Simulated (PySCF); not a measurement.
## Rhodium: a sound run and one with changed settings

Sound run: Rh²⁺ [Kr] 4d7, Rh³⁺ [Kr] 4d6. Computed with PySCF 2.14 in cc-pVTZ-PP with ECP28MDF, with a scalar-relativistic core potential. The sound run starts from symmetry-adapted Hartree-Fock orbitals and uses a fine grid where one is needed.

Changed run: basis STO-3G, all-electron and non-relativistic. This setting is unsound on purpose.

```csv
species,method,sound run (hartree),changed run (hartree),converged
Rh²⁺,UHF,-108.56625,-4639.12579,yes
Rh²⁺,M06-L,-109.27296,-4640.92540,yes
Rh²⁺,PBE,-109.17749,-4640.25382,yes
Rh³⁺,UHF,-107.48937,-4638.24692,yes
Rh³⁺,M06-L,-108.13666,-4639.98561,yes
Rh³⁺,PBE,-108.03436,-4639.32008,yes
```

Ionisation energy of Rh²⁺:

```tsv
method	sound run (eV)	changed run (eV)
UHF	29.303	23.915
M06-L	30.920	25.573
PBE	31.106	25.409
```

A minimal basis cannot let orbitals breathe on ionisation and holds almost no correlation. The Hamiltonian changed with the basis, so the totals do not compare.

For comparison, NIST gives 31.06 eV between the lowest levels.
